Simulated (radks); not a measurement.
Results of a calculation; reference values are marked as such.
Effect of the nuclear size on neutral manganese, [Ar] 3d5 4s2. Code: a radial shooting solver on a logarithmic mesh with Libxc functionals. Model: Dirac Kohn-Sham, LDA (Slater exchange, Perdew-Wang correlation), spin-unpolarised, spherical densities, finite nucleus; open shells are shared between the two j in proportion to 2j + 1; Fermi nuclear charge, rms radius 3.7057 fm. The rms radius is varied about that value; shifts are against it.

[
 {"rms radius (fm)": "3.3055", "total energy shift (eV)": "-0.0186", "density at nucleus (e/bohr^3)": "1.315e+04", "1s1/2 shift (meV)": "-7.88", "2s1/2 shift (meV)": "-0.696", "3s1/2 shift (meV)": "-0.096"},
 {"rms radius (fm)": "3.5056", "total energy shift (eV)": "-0.00954", "density at nucleus (e/bohr^3)": "1.312e+04", "1s1/2 shift (meV)": "-4.05", "2s1/2 shift (meV)": "-0.357", "3s1/2 shift (meV)": "-0.050"},
 {"rms radius (fm)": "3.7057", "total energy shift (eV)": "0", "density at nucleus (e/bohr^3)": "1.309e+04", "1s1/2 shift (meV)": "0.000", "2s1/2 shift (meV)": "0.000", "3s1/2 shift (meV)": "0.000"},
 {"rms radius (fm)": "3.9429", "total energy shift (eV)": "0.0120", "density at nucleus (e/bohr^3)": "1.306e+04", "1s1/2 shift (meV)": "5.08", "2s1/2 shift (meV)": "0.448", "3s1/2 shift (meV)": "0.062"},
 {"rms radius (fm)": "4.3542", "total energy shift (eV)": "0.0344", "density at nucleus (e/bohr^3)": "1.301e+04", "1s1/2 shift (meV)": "14.6", "2s1/2 shift (meV)": "1.29", "3s1/2 shift (meV)": "0.179"}
]

Slopes of the eigenvalues against <r^2> in GHz/fm^2, as finite differences over the two radii next to the reference (eigenvalue slopes, not the field-shift constants of lines): 1s1/2 678, 2s1/2 59.8, 3s1/2 8.29.
